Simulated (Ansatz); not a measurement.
A nudged elastic band was laid between two geometries of CH2BrClO2Si (8 atoms, charge 0, multiplicity 1).

All numbers below come from RKS BLYP/def2-SVP (Ansatz).

```
movable images  : 5
climbing image  : from the first iteration
spring          : 5.0 eV/Å²
optimiser       : lbfgs
start path      : IDPP
force threshold : 0.03 eV/Å
iteration limit : 60
end points      : relaxed
```

Initial state:

```xyz
8
Properties=species:S:1:pos:R:3
O 0.426 -1.525 1.163
C 0.563 -0.578 0.408
O 1.765 -0.032 0.081
Si -0.968 0.306 -0.394
Cl -0.619 0.763 -2.398
Br -1.391 2.165 0.805
H 2.453 -0.545 0.572
H -2.136 -0.610 -0.293
```

Final state:

```xyz
8
Properties=species:S:1:pos:R:3
O 1.886 -0.328 -0.390
C 0.802 -0.383 0.154
O 0.584 -0.987 1.361
Si -0.850 0.401 -0.517
Cl -0.686 0.535 -2.584
Br -1.048 2.440 0.417
H 1.457 -1.332 1.672
H -2.055 -0.404 -0.169
```

**Question.** Which bonds break or form, and what moves?

**Answer.** No bond is made or broken. The dihedral O1–C2–Si4–Br6 goes from 99 to -94°.

**Question.** What energy profile does the band end with?

**Answer.** The run converged. The highest image is number 4 of 0 to 6, 0.039 eV above the first end and 0.013 eV above the last; the last end lies 0.025 eV above the first. Another band between the same ends (5 images) ends at a top of the same energy, where a vibrational analysis finds no clearly imaginary modes.

```csv
image,path coordinate (Å),energy (eV),dihedral O1–C2–Si4–Br6 (°)
0,0.00,0.000,99
1,0.74,0.004,129
2,1.48,0.011,157
3,2.21,0.028,-178
4,2.95,0.039,-153
5,3.69,0.032,-123
6,4.44,0.025,-94
```

**Question.** What is the geometry of the highest image?

**Answer.** 
```xyz
8
Properties=species:S:1:pos:R:3
O 1.121 -1.604 -0.140
C 0.644 -0.570 0.286
O 1.030 0.026 1.448
Si -0.838 0.345 -0.591
Cl -0.684 -0.052 -2.626
Br -0.799 2.556 -0.186
H 1.742 -0.539 1.838
H -2.124 -0.219 -0.085
```

Run time: 5.4 min on 2 threads of Arm Neoverse V1, with other jobs on the host, peak memory 0.17 GiB.
